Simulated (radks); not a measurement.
Q: The mean radii <r> (bohr) of the occupied orbitals of an atom or ion are listed with their occupations. Method: Dirac Kohn-Sham, BLYP, spin-unpolarised, spherical densities, finite nucleus; Fermi nuclear charge, rms radius of each element as measured or else 0.836 A^(1/3) + 0.57 fm; computed with a radial shooting solver on a logarithmic mesh with Libxc functionals.

orbital  occ.      <r>
1s1/2       2  0.04402
2s1/2       2   0.1899
2p1/2       2   0.1625
2p3/2       3   0.1659

Name the element and its charge. Open shells, if any, fill j = l - 1/2 first.

A: Z = 34, selenium, charge +25: Se25+ in [He] 2s2 2p5. The 1s radius gives Z: for a bare nucleus <r> = (2 gamma + 1)/(2Z) with gamma = sqrt(1 - (Z/c)^2), 0.0432 bohr for Z = 34, and screening makes it slightly larger (0.04402 here). The occupations add up to 9, and the charge is Z minus that.
